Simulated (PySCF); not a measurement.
# Excitation energy of Ar²⁺ by level of theory

Ar²⁺ [Ne] 3s2 3p4 (3P) → Ar²⁺ [Ne] 3s2 3p3 4s1 (5S), as a difference of total energies. All numbers are calculated (PySCF 2.14, the spin-free X2C one-electron Hamiltonian (Gaussian nucleus), in aug-cc-pCVTZ-DK). Correlated levels: valence: [Ne] frozen. The calculations carry no spin-orbit coupling.

```tsv
method	excitation energy (eV)
UHF	20.865
MP2 (valence)	21.193
SCS-MP2 (valence)	21.445
CCSD (valence)	21.318
CCSD(T) (valence)	21.308
```

Task: How much does correlation contribute at CCSD(T) (valence)?

Result: 21.308 − (20.865) = 0.443 eV, measured against UHF.

A first-order spin-orbit estimate (lowest level to lowest level, LS coupling) adds 0.063 eV.

The promoted electron is Rydberg-like, and one or two diffuse shells describe it only roughly, which tends to raise the upper state.
